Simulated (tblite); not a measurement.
C5H13BFP.
Numbering: `[CH3:1][CH2:2][CH2:3][B:4]([PH2:5])[CH2:6][CH2:7][F:8]` (hydrogens: H9, H10, H11 on C1; H12, H13 on C2; H14, H15 on C3; H16, H17 on P5; H18, H19 on C6; H20, H21 on C7)

Computed with GFN2-xTB (tblite), gas phase: L-BFGS steps from a force-field or distance-geometry start until the largest atomic force falls under 0.01 eV/Å.

Step 79: E = -701.9641 eV
```
atom  x, y, z in Å  |  force x, y, z in eV/Å
C1     -2.4704   -0.4782   -0.6633   -0.031  -0.020  -0.005
C2     -2.1209    0.4664    0.4795   -0.021   0.007  -0.018
C3     -0.7946    0.0758    1.1495   -0.008   0.003   0.038
B4      0.4713    0.2891    0.2240    0.003  -0.012  -0.032
P5      0.7987    1.9996   -0.5115    0.025  -0.014   0.045
C6      1.3142   -0.9781   -0.2287    0.053   0.004  -0.005
C7      2.7816   -0.7337   -0.5630    0.035  -0.006  -0.024
F8      3.4685   -0.3115    0.5565   -0.061   0.009  -0.054
H9     -3.4391   -0.2226   -1.0896    0.031  -0.004   0.011
H10    -2.5148   -1.5038   -0.3003   -0.010   0.006  -0.030
H11    -1.7220   -0.4268   -1.4538   -0.019   0.037   0.063
H12    -2.0497    1.4878    0.0961    0.008   0.020  -0.003
H13    -2.9150    0.4430    1.2308   -0.029  -0.007  -0.072
H14    -0.8843   -0.9525    1.5058   -0.001  -0.040   0.001
H15    -0.6943    0.7001    2.0416    0.038   0.024   0.056
H16     0.3456    2.7679    0.5450   -0.017   0.008  -0.020
H17     2.1300    2.1390   -0.1749   -0.020  -0.030  -0.015
H18     1.2569   -1.7801    0.5121    0.021   0.017  -0.007
H19     0.8491   -1.3725   -1.1389   -0.010   0.009   0.037
H20     2.8977    0.0560   -1.3163    0.000  -0.034   0.024
H21     3.2826   -1.6479   -0.9010    0.013   0.021   0.008
```

Step 80: E = -701.9653 eV
```
atom  x, y, z in Å  |  force x, y, z in eV/Å
C1     -2.4697   -0.4754   -0.6654   -0.022  -0.011  -0.004
C2     -2.1220    0.4660    0.4806    0.002  -0.002  -0.007
C3     -0.7956    0.0724    1.1499    0.004   0.005   0.030
B4      0.4715    0.2901    0.2238   -0.016  -0.015   0.005
P5      0.7926    2.0021   -0.5075    0.028  -0.005   0.038
C6      1.3166   -0.9765   -0.2263    0.001   0.001   0.005
C7      2.7821   -0.7349   -0.5651    0.019  -0.013  -0.016
F8      3.4692   -0.2934    0.5454   -0.043   0.021  -0.018
H9     -3.4328   -0.2146   -1.0995    0.013   0.004   0.012
H10    -2.5219   -1.5012   -0.3056   -0.010  -0.003  -0.018
H11    -1.7150   -0.4263   -1.4494   -0.008   0.038   0.045
H12    -2.0505    1.4892    0.1007    0.005   0.006   0.003
H13    -2.9151    0.4387    1.2325   -0.042   0.001  -0.075
H14    -0.8856   -0.9585    1.5010    0.002  -0.013  -0.006
H15    -0.6959    0.6927    2.0457    0.039   0.008   0.034
H16     0.3505    2.7660    0.5566   -0.018   0.009  -0.022
H17     2.1276    2.1444   -0.1878   -0.022  -0.038  -0.014
H18     1.2595   -1.7745    0.5185    0.027   0.009   0.003
H19     0.8474   -1.3759   -1.1321   -0.004   0.007   0.026
H20     2.8962    0.0413   -1.3306    0.007  -0.007  -0.007
H21     3.2820   -1.6546   -0.8861    0.037  -0.002  -0.016
```

Task: Estimate the geometry and energy of step 81. (The exact step hangs on the optimiser's Hessian estimate; all steps are aligned on step 80, rigid shifts and turns removed.)

Result: E = -701.9661 eV, largest force 0.080 eV/Å
```
atom  x, y, z in Å  |  force x, y, z in eV/Å
C1     -2.4693   -0.4730   -0.6673   -0.004   0.000   0.002
C2     -2.1221    0.4656    0.4809    0.014  -0.006   0.006
C3     -0.7960    0.0700    1.1510    0.007   0.003   0.019
B4      0.4714    0.2904    0.2240   -0.018  -0.013   0.031
P5      0.7862    2.0044   -0.5025    0.021  -0.003   0.019
C6      1.3187   -0.9754   -0.2244   -0.029  -0.005   0.009
C7      2.7831   -0.7370   -0.5673    0.002  -0.010  -0.010
F8      3.4692   -0.2783    0.5359   -0.022   0.027   0.009
H9     -3.4280   -0.2073   -1.1066   -0.007   0.010   0.008
H10    -2.5279   -1.4992   -0.3105   -0.009  -0.013  -0.007
H11    -1.7101   -0.4252   -1.4459    0.006   0.033   0.019
H12    -2.0500    1.4900    0.1040    0.004  -0.005   0.005
H13    -2.9157    0.4355    1.2314   -0.054   0.008  -0.059
H14    -0.8858   -0.9628    1.4985    0.002   0.007  -0.007
H15    -0.6964    0.6881    2.0493    0.035  -0.008   0.012
H16     0.3522    2.7646    0.5675   -0.015   0.009  -0.021
H17     2.1239    2.1489   -0.1985   -0.014  -0.040  -0.006
H18     1.2623   -1.7702    0.5234    0.029   0.002   0.015
H19     0.8467   -1.3792   -1.1264   -0.006   0.004   0.011
H20     2.8959    0.0281   -1.3429    0.009   0.010  -0.030
H21     3.2828   -1.6610   -0.8743    0.048  -0.011  -0.025
```

The energy changes by -0.0009 eV. The first-order estimate −F·Δx gives -0.0012 eV and the mean of the old and new forces, exact on a quadratic surface, -0.0009 eV. The step makes an angle of 80° with the force vector and moves no atom by more than 0.018 Å.

The cost below is that of the whole relaxation. The run took 1.3 s of wall time on an Arm Neoverse V1 with one thread, shared host.
